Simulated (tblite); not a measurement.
Species: C3H8GeO2Si.
Atom-mapped SMILES: `[CH3:1][O:2][Si@@H:3]([OH:4])[C:5]#[C:6][GeH3:7]` (hydrogens: H8, H9, H10 on C1; H11 on Si3; H12 on O4; H13, H14, H15 on Ge7)

Cartesian coordinates in Å at the GFN2-xTB level; atoms count from 1:
```xyz
15
C3H8GeO2Si angstrom
C     -2.8535    0.3946   -0.2515
O     -2.0920   -0.3299    0.6680
Si    -0.7737   -1.2359    0.4654
O     -1.0481   -2.2793   -0.7592
C      0.7535   -0.2487    0.0493
C      1.7485    0.3900   -0.2131
Ge     3.3126    1.3785   -0.6037
H     -3.8060    0.6391    0.2218
H     -3.0389   -0.1907   -1.1542
H     -2.3403    1.3198   -0.5264
H     -0.6716   -1.8668    1.7690
H     -0.3701   -2.8695   -1.0722
H      4.4333    0.8773    0.2440
H      3.6642    1.2056   -2.0442
H      3.0777    2.8241   -0.3206
```

Computed with GFN2-xTB (tblite): harmonic, unscaled wavenumbers at the GFN2-xTB geometry, gas phase. Errors from tens to a few hundred cm⁻¹ against measured bands are possible. Modes of hydrogen on germanium and silicon can be 10 to 20 % off. One conformer, not necessarily the lowest. The optimisation stopped once no atom felt more than 0.01 eV/Å.

Lowest wavenumbers of the output (negative numbers stand for imaginary wavenumbers):
```
mode    cm-1
  1     -27.6
  2      38.2
  3      68.2
  4      89.8
  5     102.7
  6     151.2
  7     184.7
  8     202.9
  9     264.0
 10     283.1
 11     322.4
 12     353.5
 13     400.5
 14     541.0
 15     542.0
```

**Question.** Is this structure a minimum?

**Answer.** Not by this Hessian. 1 mode is imaginary beyond 20i (28i cm⁻¹), so at this level the point lies at or near a first-order saddle. The curvature is small, so loose convergence or finite differences may be the whole cause.

**Question.** Which atoms move in the imaginary mode?

**Answer.** 28i: H13 (Ge–H hydrogen) 32 %, H15 (Ge–H hydrogen) 32 %, H14 (Ge–H hydrogen) 32 %. These are shares of the mass-weighted motion.

**Question.** What is the remedy?

**Answer.** Step along that mode in both directions, optimise again with tighter thresholds and repeat the frequencies. The zero-point energy of this point (59.7 kcal/mol) counts the 38 real modes alone, and thermal corrections from it aren't those of a minimum.
